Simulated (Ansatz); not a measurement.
Cost and result up the ladder for Zr(OH)2Cl2 (ZrCl2O2H2) (7 atoms). Charge 0, multiplicity 1. Geometry: r2SCAN-D4/def2-SVP.

Cartesian coordinates in Å:
```
Zr 0.115 0.360 0.171
O -1.175 0.178 -1.215
H -1.807 -0.017 -1.910
O 0.805 -1.341 0.664
H 1.089 -2.241 0.839
Cl -0.923 1.346 2.060
Cl 1.896 1.715 -0.609
```

Ansatz on 4 threads of Arm Neoverse V2 on a shared host. Times are rough, and most runs start from the orbitals of an earlier one. ωB97X-V/def2-TZVP serves as the yardstick here, not as an exact answer. Differences are given only for rows in sets of like size (and for xTB, whose basis is part of the method), since another set adds its own error. Binding counts from free atoms at the same level (Zr triplet, O triplet, H doublet, Cl doublet; other spins of the atoms weren't run), without zero-point energy or a counterpoise term.

In the def2 sets Zr takes a core potential; there is no spin–orbit coupling. LC-ωPBE has ω = 0.4 bohr⁻¹. B3LYP takes the VWN-RPA correlation. Correlated methods freeze 12 core orbitals; core or outer-core shells of Zr are correlated, in sets that lack core-valence functions.

Correlated methods converge slowly with the basis.

```json
{"level": "LDA (SPW92)/def2-TZVP", "functions": "188", "binding energy per atom (eV)": "5.07", "difference from ωB97X-V/def2-TZVP (eV)": "0.66"}
{"level": "B3LYP-D4/def2-TZVP", "functions": "188", "binding energy per atom (eV)": "4.35", "difference from ωB97X-V/def2-TZVP (eV)": "-0.06"}
{"level": "PBE0-D4/def2-TZVPD", "functions": "230", "binding energy per atom (eV)": "4.36", "difference from ωB97X-V/def2-TZVP (eV)": "-0.05"}
{"level": "CCSD(T)/def2-TZVP", "functions": "188", "binding energy per atom (eV)": "4.26", "difference from ωB97X-V/def2-TZVP (eV)": "-0.14"}
{"level": "ωB97X-V/def2-TZVP", "functions": "188", "binding energy per atom (eV)": "4.41", "difference from ωB97X-V/def2-TZVP (eV)": "0.00"}
{"level": "LC-ωPBE/def2-TZVP", "functions": "188", "binding energy per atom (eV)": "4.37", "difference from ωB97X-V/def2-TZVP (eV)": "-0.04"}
{"level": "PBE0-D4/def2-SVP", "functions": "105", "binding energy per atom (eV)": "4.41", "difference from ωB97X-V/def2-TZVP (eV)": "–"}
{"level": "PBE0-D4/def2-TZVP", "functions": "188", "binding energy per atom (eV)": "4.35", "difference from ωB97X-V/def2-TZVP (eV)": "-0.05"}
```

(1) Estimate how long each takes.

Answers

(1) LDA (SPW92)/def2-TZVP 0.85 s; PBE0-D4/def2-SVP 1.4 s; PBE0-D4/def2-TZVP 2 s; LC-ωPBE/def2-TZVP 2.1 s; B3LYP-D4/def2-TZVP 2.2 s; PBE0-D4/def2-TZVPD 3.5 s; ωB97X-V/def2-TZVP 6.5 s; CCSD(T)/def2-TZVP 73 s. On shared hardware such times vary by a factor of up to 3.
